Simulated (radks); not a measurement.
All-electron atom: the hafnium ion Hf9+ in [Kr] 4d10 4f13 5s2 5p2. Calculated with a radial shooting solver on a logarithmic mesh with Libxc functionals: Dirac Kohn-Sham, relativistic LDA (MacDonald-Vosko exchange, VWN5 correlation), spin-unpolarised, spherical densities, finite nucleus; open shells fill j = l - 1/2 first; Fermi nuclear charge, rms radius 5.347 fm.

Normalised radial functions P(r) = r R(r) (large component), r in bohr:

| r | 5p1/2 |
|---|---|
| 0.002064 | 0.0135 |
| 0.002709 | 0.0188 |
| 0.003585 | 0.0266 |
| 0.004705 | 0.0376 |
| 0.006176 | 0.0534 |
| 0.008106 | 0.0757 |
| 0.01064 | 0.1062 |
| 0.01397 | 0.1460 |
| 0.01833 | 0.1939 |
| 0.02406 | 0.2439 |
| 0.03158 | 0.2816 |
| 0.04146 | 0.2821 |
| 0.05485 | 0.2104 |
| 0.072 | 0.0491 |
| 0.0945 | -0.1791 |
| 0.124 | -0.3744 |
| 0.1628 | -0.3796 |
| 0.2137 | -0.0960 |
| 0.2805 | 0.3528 |
| 0.3682 | 0.6069 |
| 0.4833 | 0.3571 |
| 0.6344 | -0.3069 |
| 0.8327 | -0.9350 |
| 1.102 | -1.1114 |
| 1.446 | -0.8029 |
| 1.898 | -0.3614 |
| 2.491 | -0.0933 |
| 3.27 | -0.0121 |

5p1/2: eigenvalue -172.56 eV, 3 radial nodes at r = 0.0767, 0.227, 0.565 bohr, <r> = 1.13 bohr, 90 % of the charge inside 1.61 bohr.
